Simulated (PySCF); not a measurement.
Cartesian coordinates (Å):
```xyz
2

Se     0.7374     0.0000     0.0000
H     -0.7374     0.0000     0.0000
```
Charge 0, spin multiplicity 2.

Predict the highest occupied spin orbital, total energy and dipole moment from ωB97X-D3(BJ)/def2-TZVP // B3LYP-D3(BJ)/def2-TZVP (PySCF).


- highest occupied spin orbital = -9.44 eV
- total energy = -2402.0403 Ha
- dipole moment = 0.60 D
